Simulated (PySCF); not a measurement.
## One change to the structure, seen by NMR

Starting compound: SMILES CN(C)[SiH](C)N(C)C, C5H16N2Si.

1H NMR (400 MHz, computed): δ 4.81 (q, 1H), 2.55 (s, 12H), -0.04 (d, 3H). 13C{1H} NMR (computed): δ 38.9 (CH3), -3.6 (CH3).

No relativistic terms, no solvent, one computed conformer, one averaged value for each set of equivalent atoms. NMR shieldings at PBE0/pcSseg-1/GIAO; GFN2-xTB structure; PySCF 2.14.0 with density-fitted response routines.

Referencing at the same level of theory: 1H (σ = 31.72 ppm), 13C (σ = 186.93 ppm) against TMS. Where no couplings were computed, multiplicities follow the n + 1 count of equivalent neighbours, and m marks all less simple cases (inequivalent or close neighbours, rings, F or P nearby). Shifts are as computed. Against solution values, carbons near 30 ppm lie about +3 ppm off and those near 130 ppm about +5 ppm. Of 1309 compounds with measured shifts, 239 miss one by over three times the rms of a fit or turn the order of signals round; such compounds aren't used in these exercises. OH and NH positions are gas-phase values without hydrogen bonding to other molecules.

(1) What are the spectra after this edit: ring closed by a new C-C bond, giving `CN(C)[Si@H]1CCN1C`?

(2) What are the spectra after this edit: terminal C group replaced by H, giving `CN[Si@H](C)N(C)C`?

(3) What are the spectra after this edit: C replaced by Si, giving `CN(C)[SiH]([SiH3])N(C)C`?

## Answers

(1) 1H NMR (400 MHz, computed): δ 5.24 (m, 1H), 3.16 (m, 1H), 2.94 (m, 1H), 2.72 (s, 6H), 2.62 (s, 3H), 1.47 (m, 1H), 1.13 (m, 1H). 13C{1H} NMR (computed): δ 48.8 (CH2), 38.8 (CH3), 35.9 (CH3), 18.0 (CH2).

(2) 1H NMR (400 MHz, computed): δ 4.97 (q, 1H), 2.73 (s, 3H), 2.57 (s, 6H), 0.03 (d, 3H), -0.39 (br s, 1H). 13C{1H} NMR (computed): δ 39.7 (CH3), 29.3 (CH3), -1.7 (CH3).

(3) 1H NMR (400 MHz, computed): δ 5.17 (q, 1H), 3.23 (d, 3H), 2.56 (s, 12H). 13C{1H} NMR (computed): δ 39.5 (CH3).
